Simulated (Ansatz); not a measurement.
Reaction (hydrogenolysis of the Si–C bond): `C[Si]1(Br)BC1` + H₂ → `Br[SiH]1BC1` + CH₄

Program: Ansatz. Geometries: PBE0-D4/def2-TZVP. ΔE: electronic, gas phase. CCSD(T)/CBS adds triple-zeta CCSD(T) − MP2 to the extrapolated MP2 energy (def2 sets, frozen cores). This one scheme is used for every species. DFT in def2-TZVPP. B3LYP here is the variant with VWN-RPA as its local correlation; programs differ in this. For Br outer-core shells are correlated without core-valence functions, which leaves a few kJ/mol of doubt a bond. Scalar relativity is left out up to krypton.

| level | ΔE (kcal/mol) | difference from CCSD(T)/CBS |
| --- | --- | --- |
| B3LYP-D4 | -5.6 | -1.0 |
| ωB97X-V | -5.2 | -0.6 |
| ωB97M-V | -4.7 | -0.1 |
| B2PLYP | -6.6 | -2.0 |
| PBE | -6.1 | -1.5 |
| r2SCAN | -5.0 | -0.4 |
| PBE0 | -6.4 | -1.8 |
| CCSD/def2-TZVPP | -6.2 | -1.6 |
| MP2/def2-QZVPP | -3.2 | 1.4 |
| SCS-MP2/def2-QZVPP | -4.9 | -0.3 |
| CCSD(T)/CBS | -4.6 | 0 |

Largest T1 diagnostic among the species: 0.011.

The D4 term adds +2.6 kcal/mol with B3LYP and +1.4 kcal/mol with PBE0; it sums over pairs of atoms, weighted by their polarisabilities, and B3LYP, whose exchange is more repulsive, gets the larger term. In def2-TZVPP, CCSD(T) changes the Hartree–Fock value by +5.5 kcal/mol (the triples alone add +1.1 kcal/mol) and MP2 by +7.1 kcal/mol.
